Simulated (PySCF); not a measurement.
Structure problem from calculated spectra and properties.

Formula: C2H7FSi2.

* Dipole: 1.73 D [PBE0/def2-SVPD]
* XPS: Si2p3/2 106.6, Si2p3/2 107.5, C1s 289.6 (×2), F1s 691.9, Si1s 1846.4, Si1s 1847.5 eV [ΔSCF SCAN, pcX-2 on the ionised atom, pcseg-1 elsewhere, spin-free X2C, 2p3/2 from a spin–orbit splitting computed afterwards within the 2p shell]
* Triplet: lowest triplet excitation (Tamm–Dancoff): 6.47 eV [TDA PBE0/def2-SVPD]
* UV, strongest line: among the 8 lowest singlet transitions: S6 at 7.51 eV (165 nm, f = 0.179) [TDDFT PBE0/def2-SVPD]
* Rotational structure: rotational constants A, B, C: 5.842, 2.171, 1.920 GHz [GFN2-xTB]
* Polarisability: 72.9 au [PBE0/def2-SVPD]
* UV, first state: lowest singlet excitation: 6.75 eV (184 nm, f = 0.003) [TDDFT PBE0/def2-SVPD]

The electronic properties come from PySCF, for the isolated species, density fitting. Levels stand in brackets. Isolated species at its GFN2-xTB geometry, gas phase.

Q: Propose a structure and show how it fits.

A: Numbering: `[F:1][SiH:2]1[CH2:3][SiH2:4][CH2:5]1`. Its formula, C2H7FSi2, gives 1 degree of unsaturation: 1 ring and 0 π bonds in the structure found. The core levels belong to: Si2p3/2 106.6 eV, SiH2 silicon [Si4]; Si2p3/2 107.5 eV, fluorine-bound silicon [Si2]; C1s 289.6 eV, sp3 carbon bound to silicon [C3/C5]; F1s 691.9 eV, silicon-bound fluorine [F1]; Si1s 1846.4 eV, SiH2 silicon [Si4]; Si1s 1847.5 eV, fluorine-bound silicon [Si2]. The optimised geometry has point group Cs and is an asymmetric top. Structure: `F[SiH]1C[SiH2]C1`. Computed isomers that give other values at the same levels: `C=C([SiH3])[SiH2]F` (rotational constant A: 4.079 GHz; this holds for the one conformer computed); `F[SiH2]/C=C/[SiH3]` (rotational constant A: 9.702 GHz; this holds for the one conformer computed). The assignments are read from this structure; whether some other isomer fits the data as well wasn't checked.
